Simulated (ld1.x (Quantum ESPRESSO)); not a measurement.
## Pseudopotential generation for scandium: RRKJ, PBEsol, scalar-relativistic.

| Item | Value |
| --- | --- |
| Element | Sc |
| Generator | ld1.x (Quantum ESPRESSO) 7.5 |
| Type | norm-conserving RRKJ (Kleinman–Bylander form) |
| Functional | PBEsol |
| Relativity | scalar-relativistic |
| Frozen core | [Ne] |
| Valence charge | 11 |
| Reference configuration | 3s2 3p6 3d1 4s1.5 4p0.5 |
| Partial waves | 3p (bound): rc 1.80 bohr; 3d (bound): rc 2.95 bohr; 4f channel at 0.15 Ry: rc 2.40 bohr; 3s (bound): rc 0.95 bohr |
| Local potential | the s channel |
| Core correction | Bessel-smoothed model core inside 0.95 bohr |
| rho0 | 0.02 |

Occupied shells without a wave of their own: 4p, 4s. They enter only through the test configuration that unscreens the potential, and ld1.x also counts them in the model core charge.

Poles of the logarithmic derivatives, all-electron (AE) and pseudo (PS). s: poles at -4.1, 1.1 (AE) and -4.1, 1.1 (PS) Ry. p: poles at -2.5, 1.8 (AE) and -2.5, 1.8 (PS) Ry. d: poles at -0.1, 3.0 (AE) and -0.1, 4.1 (PS) Ry. f: poles at 3.0 (AE) and 3.0 (PS) Ry. Test radius 3.20 bohr.

* Cutoffs needed: 110 Ry and 180 Ry (the cutoffs (Ry, on a coarse ladder) from which the occupation-weighted sum of valence levels, in a spherical-Bessel basis at the reference potential, stays within 10 and 1 mRy of its value at 400 Ry)
* Ghost test: no extra level below or beside the all-electron valence levels (p, d, f, s tested) (spherical-Bessel basis up to 400 Ry, 20 bohr box)
* Largest excitation error: -887 meV (all-electron minus pseudo) for 3s2 3p6 3d1 4s0 4p0, out of 7 test configurations

ld1.x takes every shell without a wave as core, so the model core holds the 4p, 4s electrons as well and exchange and correlation see them twice. This cancels in the reference configuration, but the file is broken for other ones, and its errors say nothing about a proper core correction.
